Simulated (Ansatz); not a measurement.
Results of the Gaussian-basis code of Ansatz.

A structure relaxed at PBE0-D4/def2-TZVP, charge 0, multiplicity 1:

```xyz
14

C     1.3947    2.0521    0.1417
Si   -0.2859    1.3760   -0.3562
Si   -0.8767   -0.5817    0.7530
C     0.1088   -2.1111    0.0780
Al   -1.7226   -2.3084   -0.5549
H     1.3996    2.3291    1.1981
H     1.6470    2.9377   -0.4465
H     2.1735    1.3028   -0.0154
H    -0.2747    1.0437   -1.8133
H    -1.3346    2.4154   -0.1516
H    -0.9287   -0.4415    2.2376
H     1.0020   -1.9274   -0.5183
H     0.3475   -2.8338    0.8666
H    -2.6498   -3.2529   -1.4188
```

Give its formula and SMILES.

C2H9AlSi2, `C[SiH2][SiH]1[CH2][AlH]1`.

Point group (tolerance 0.08 Å, 0.16 Å for H)?

C1.

Summarise the bond lengths by kind.

2 × C–Si 1.879 to 1.941 Å; 5 × C–H 1.090 to 1.096 Å; 1 × Si–Si 2.326 Å; 3 × H–Si 1.491 to 1.495 Å; 1 × Al–Si 2.325 Å; 1 × Al–C 1.948 Å; 1 × Al–H 1.581 Å.
